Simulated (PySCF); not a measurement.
From one molecule to another.

First species: ethylmethylacetylchloride, C5H9ClO.
InChI=1S/C5H9ClO/c1-3-4(2)5(6)7/h4H,3H2,1-2H3/t4-/m0/s1

Second species: C₆H₉FSi.
Cartesian coordinates in Å at the GFN2-xTB level; atoms count from 1:
```xyz
17
C6H9FSi angstrom
C      1.1210    2.7644    0.0177
C      0.8958    1.5843   -0.0160
C      0.7124    0.1846   -0.0772
C      1.9602   -0.6244   -0.3072
C     -0.5140   -0.3498    0.0534
Si    -2.0385    0.7367    0.3377
C     -0.6590   -1.8365   -0.0310
F     -1.9735   -2.2341   -0.0321
H      1.2897    3.7993    0.0534
H      2.0599   -1.4011    0.4509
H      2.8406    0.0126   -0.2765
H      1.9191   -1.1130   -1.2816
H     -3.1949   -0.0880    0.6654
H     -1.7402    1.6445    1.4481
H     -2.2771    1.5026   -0.8886
H     -0.2197   -2.2358   -0.9552
H     -0.1888   -2.3344    0.8290
```

Levels: CAM-B3LYP/def2-SVPD for dipole moment, HOMO energy, LUMO energy, HOMO–LUMO gap, static isotropic polarisability and electronic spatial extent ⟨r²⟩ about the centre of nuclear charge; TDDFT CAM-B3LYP/def2-SVPD for lowest singlet excitation; TDA CAM-B3LYP/def2-SVPD for lowest triplet excitation (Tamm–Dancoff); GFN2-xTB for rotational constant A and rotational constant C. Geometries: GFN2-xTB. All species are isolated and taken at one optimised geometry, non-relativistic unless stated. Electronic properties by PySCF.

Dipoles, sizes and rotational constants follow the conformer. The torsions of the flexible species, by atom-mapped SMILES:
- `[CH3:1][CH2:2][C@H:3]([CH3:4])[C:5](=[O:6])[Cl:7]`: C1–C2–C3–C4 -175°, C2–C3–C5–O6 -119°
- `[CH:1]#[C:2]/[C:3]([CH3:4])=[C:5](\[SiH3:6])[CH2:7][F:8]`: C3–C5–C7–F8 -173°

Problem. Which has the higher HOMO energy?

Solution. The second: -8.20 eV against -9.78 eV, a difference of 1.58 eV.

Problem. Which of the two has the higher S1 energy, and by how much?

Solution. The second: 5.29 eV against 5.07 eV, a difference of 0.22 eV.

Problem. Which of the two has the higher static isotropic polarisability, and by how much?

Solution. The second: 99.5 au against 76.4 au, a difference of 23.1 au.

Problem. Which of the two has the higher LUMO energy, and by how much?

Solution. The first: 0.11 eV against -0.19 eV, a difference of 0.30 eV.

Problem. Which of the two has the higher HOMO–LUMO gap, and by how much?

Solution. The first: 9.89 eV against 8.01 eV, a difference of 1.88 eV.

Problem. Which has the higher rotational constant C?

Solution. The first: 1.506 GHz against 0.831 GHz, a difference of 0.675 GHz.

Problem. Which has the higher T1 energy?

Solution. The first: 4.54 eV against 3.19 eV, a difference of 1.35 eV.

Problem. Which has the higher ⟨r²⟩?

Solution. The second: 1347 bohr² against 975 bohr², a difference of 372 bohr².

On the first: A dipole of 3.14 D is allowed in C1, and pure rotational transitions are dipole-allowed. The principal polarisabilities are 72.8, 76.0 and 80.4 au; their mean is the isotropic value.

On the second: The polarisability is 14.75 Å³ as a volume (1 au = 0.148185 Å³), or 1.46 au for each of the 68 electrons. No computed singlet falls in the visible range (750 to 380 nm, 1.65 to 3.26 eV); S1 lies 2.03 eV above its blue end. GFN2-xTB frequencies show an imaginary mode (50i cm⁻¹), so this geometry is no minimum at that level.
